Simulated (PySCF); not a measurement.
# RbF⁻: one state, many levels of theory

State: ²Σ⁺ (doublet), unpaired electrons σ ↑. Set-up: basis Rb def2-SVPD with ECP28, F def2-SVPD; scalar-relativistic core potentials; PySCF 2.14. De refers to Rb + F⁻ in their ground configurations, without counterpoise correction. The functionals are run spin-unrestricted. A positive dipole points towards F; it is taken about the centre of mass and depends on that origin.

| Level | Re (Å) | ωe (cm⁻¹) | De (eV) | μ (D) | CPU s a point (SCF and correlation, without the integrals) |
| --- | --- | --- | --- | --- | --- |
| UHF | 2.464 | 298 | n/a | 2.81 | 0.13 |
| UHF-MP2 | 2.482 | 290 | 1.83 | n/a | 0.21 |
| UHF-SCS-MP2 | 2.484 | 289 | 1.85 | n/a | n/a |
| UHF-CCSD | 2.473 | 295 | n/a | n/a | n/a |
| UHF-CCSD(T) | 2.477 | 293 | 1.84 | n/a | 6.1 |
| PBE | 2.473 | 280 | 1.78 | 1.59 | 0.4 |
| BLYP | 2.499 | 269 | 1.62 | 0.99 | 0.28 |
| r²SCAN | 2.459 | 291 | 1.88 | 1.75 | 0.52 |
| B3LYP | 2.474 | 283 | 1.70 | 1.20 | 0.54 |
| PBE0 | 2.449 | 294 | 1.86 | 2.02 | 0.72 |
| HSE06 | 2.447 | 296 | 1.86 | 1.96 | 0.54 |
| M06-2X | 2.440 | 306 | 1.82 | 1.60 | 0.82 |

Task: Which functional lies closest to UHF-CCSD(T) in De, which farthest, and by how much do they differ from it?

Result: Closest is PBE0 (-2.8 pm in Re, +0.3 % in ωe, +0.02 eV in De against UHF-CCSD(T) in the same basis), farthest BLYP (+2.2 pm in Re, -8.2 % in ωe, -0.22 eV in De). CCSD(T) converges more slowly with the basis than the functionals do and binds too weakly in this one, so the order can change at the basis-set limit.

Task: What does the step from GGA to meta-GGA do here, going from PBE to r²SCAN?

Result: r²SCAN less PBE: -1.4 pm in Re, +3.9 % in ωe, +0.10 eV in De. 

Task: What does second-order correlation do here, going from UHF to UHF-MP2?

Result: UHF-MP2 less UHF: +1.8 pm in Re, -2.7 % in ωe. Correlation nearly always deepens the well. The bond lengthens, as in strong covalent bonds, where excitations into antibonding orbitals dominate.

Correlated steps freeze 1 core orbital. Correlated levels converge slowly with the basis: in double zeta they bind strong bonds too weakly, by up to about 1 eV, and carry superposition errors of some tenths. Spin–orbit coupling is left out. For an ion De counts to the pair picked by the measured ionisation energies or electron affinities, which need not be the lowest pair at this level. Counting both spins, an empty level lies below a filled one in some of these solutions, because spin and occupation are held. The highest Kohn–Sham level is positive in this anion. Much of that is self-interaction error, but it also means that the finite basis helps to hold the extra electron. The state was picked by a PBE0 search and need not be the measured ground state.

The whole job (state search and all levels along the bond) took about 2 min on 1 thread of Intel Xeon 6975P-C (shared host), peak memory 0.68 GiB.
